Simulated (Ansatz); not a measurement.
A family of molecules: the dipole moment

One atom is swapped for its congeners: CH4N `C[NH]`; SiH3(NH); GeH3(NH). All are doublets with charge 0.

Shapes, held fixed at every level: PBE0-D4/def2-TZVP. Programs: Ansatz 0.2.0. Values in D.

```json
{"level": "PBE-D4/def2-TZVPP", "CH4N": "1.98", "SiH3(NH)": "1.40", "GeH3(NH)": "1.51"}
{"level": "r2SCAN-D4/def2-TZVPP", "CH4N": "1.96", "SiH3(NH)": "1.38", "GeH3(NH)": "1.52"}
{"level": "B3LYP-D4/def2-TZVPP", "CH4N": "1.98", "SiH3(NH)": "1.41", "GeH3(NH)": "1.55"}
{"level": "wB97M-V/def2-TZVPP", "CH4N": "1.99", "SiH3(NH)": "1.40", "GeH3(NH)": "1.57"}
```

At wB97M-V/def2-TZVPP the dipole moment isn't monotonic: it is largest for C and smallest for Si (1.99 and 1.40 D). Every level shows the same order. Open shells run unrestricted unless RO is named. Relativity is left out for Ge unless named.
